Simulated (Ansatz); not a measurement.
Relaxation of H$_{4}$OSSi$_{2}$ (8 atoms, charge 0, multiplicity 1), to a largest force component of 0.015 eV/Å in at most 40 steps.

Level of theory: RKS CAM-B3LYP-D4/def2-SVP in Ansatz.

```xyz
8
Properties=species:S:1:pos:R:3:forces:R:3
S -1.995 1.227 -0.352 -0.15 1.61 -0.59
Si -0.202 1.171 0.764 -1.31 1.87 1.11
O 0.338 -0.277 0.680 1.99 -1.34 -4.06
Si 0.296 -1.439 1.786 0.48 0.43 2.68
H -2.480 0.050 -0.023 -0.12 -0.91 0.43
H 0.739 2.211 0.233 -0.27 0.06 0.23
H -0.587 -2.464 1.275 -0.33 -1.04 -0.16
H 1.769 -1.732 1.881 -0.30 -0.68 0.36
```

Where does it end, and by what steps?

It converged. After 11 steps the energy has fallen by 2.959 eV; O3 moved furthest, 0.87 Å. Joined: Si2–Si4.

```json
{"step": "0", "energy less start (eV)": "0.0000", "largest force component (eV/Å)": "4.056", "accepted": "yes"}
{"step": "1", "energy less start (eV)": "-0.7080", "largest force component (eV/Å)": "3.441", "accepted": "yes"}
{"step": "2", "energy less start (eV)": "-1.2972", "largest force component (eV/Å)": "2.198", "accepted": "yes"}
{"step": "3", "energy less start (eV)": "-1.9072", "largest force component (eV/Å)": "1.138", "accepted": "yes"}
{"step": "4", "energy less start (eV)": "-2.5540", "largest force component (eV/Å)": "1.378", "accepted": "yes"}
{"step": "5", "energy less start (eV)": "-2.7809", "largest force component (eV/Å)": "1.134", "accepted": "yes"}
{"step": "6", "energy less start (eV)": "-2.8512", "largest force component (eV/Å)": "1.398", "accepted": "yes"}
{"step": "7", "energy less start (eV)": "-2.9486", "largest force component (eV/Å)": "0.325", "accepted": "yes"}
{"step": "8", "energy less start (eV)": "-2.9572", "largest force component (eV/Å)": "0.139", "accepted": "yes"}
{"step": "9", "energy less start (eV)": "-2.9577", "largest force component (eV/Å)": "0.100", "accepted": "yes"}
{"step": "10", "energy less start (eV)": "-2.9587", "largest force component (eV/Å)": "0.021", "accepted": "yes"}
{"step": "11", "energy less start (eV)": "-2.9587", "largest force component (eV/Å)": "0.015", "accepted": "yes"}
```

```xyz
8
Properties=species:S:1:pos:R:3
S -2.038 1.371 -0.173
Si -0.164 0.778 0.634
O 0.623 -0.541 -0.097
Si 0.375 -1.188 1.478
H -2.621 0.162 -0.038
H 0.636 2.021 0.705
H -0.553 -2.348 1.516
H 1.622 -1.508 2.217
```

Whether the end is a true minimum wasn't checked by a vibrational analysis.

Run time: 25 s on 2 threads of Arm Neoverse V2 (shared host), peak memory 0.21 GiB.
